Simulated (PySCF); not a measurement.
## BiH₅, singlet: computed properties

Level of theory: PySCF, PBE0, basis Bi def2-TZVP with ECP60, H def2-TZVP (scalar-relativistic core potentials, no spin–orbit coupling, density fitting).

The structure is a minimum.

```xyz
6
charge 0 multiplicity 1, angstrom
Bi    0.0000    0.0000    0.0000
H     0.0000    0.0000    1.8583
H     0.0000    0.0000   -1.8583
H     1.7884    0.0000    0.0000
H    -0.8942    1.5488    0.0000
H    -0.8942   -1.5488    0.0000
```

| Quantity | Value |
| --- | --- |
| Point group | D3h |
| Bond lengths | Bi–H 1.788 Å (×3), Bi–H 1.858 Å (×2) |
| Bond angles | H–Bi–H 90.0° (×6), H–Bi–H 120.0° (×3), H–Bi–H 180.0° |
| Principal polarisabilities | 49.0, 49.0, 61.5 bohr³ |
| Principal quadrupole moments (Buckingham, traceless) about the centre of mass | -5.25, 2.63, 2.63 D Å |
| Enthalpy at 298.15 K above 0 K | 12.44 kJ/mol |
| Heat capacity Cp at 298.15 K | 58.7 J/(mol K) |
| Entropy at 298.15 K and 1 bar | 251.1 J/(mol K) |
| Rotational constants | 1.743, 1.429, 1.429 cm⁻¹ |
| Zero-point energy | 80.1 kJ/mol |
| Dipole moment | 0.00 D |
| Atomisation energy without zero-point energy | 856 kJ/mol |
| Highest occupied level | -6.12 eV |
| Rotational symmetry number | 6 |
| Lowest empty level | -1.82 eV |

Harmonic modes (masses in u: Bi 208.980, H 1.008):
| symmetry | ω (cm⁻¹) | IR (km/mol, summed over degenerate members) |
| --- | --- | --- |
| e' | 413 | 25.2 |
| e' | 732 | 498 |
| a2'' | 820 | 382 |
| e'' | 978 | 0.0 |
| a1' | 1469 | 0.0 |
| a2'' | 1521 | 652 |
| e' | 1772 | 439 |
| a1' | 1795 | 0.0 |

In D3h the vibrations span 3e' + 2a2'' + e'' + 2a1'. The a1', e'' modes carry no infrared intensity, as symmetry demands.

Charges (e):
| atom | Mulliken | Löwdin | polar tensor | Mayer order to Bi1 |
| --- | --- | --- | --- | --- |
| Bi1 | 0.33 | 0.29 | 1.65 | – |
| H2,3 | -0.12 | -0.09 | -0.43 | 0.75 |
| H4,5,6 | -0.03 | -0.04 | -0.27 | 0.83 |

Mulliken populations on Bi1 (electrons outside its core potential): s 3.65, p 8.73, d 10.24, f 0.04.

Outer orbital energies (eV). occupied: -18.23, -10.36, -10.36, -10.18, -6.12; empty: -1.82, 0.30, 0.30, 2.68.

Counting electrons, bismuth keeps none of its valence electrons outside its bonds, so the VSEPR class is AX5 and the expected shape is trigonal bipyramidal (D3h), as computed.

With an element this heavy the missing spin–orbit coupling can shift these numbers.

The final relaxation and frequency run took 33 s on 2 threads of a shared Arm Neoverse N1 host, with 80 basis functions and 10 gradients; the process peaked at 1.2 GiB.
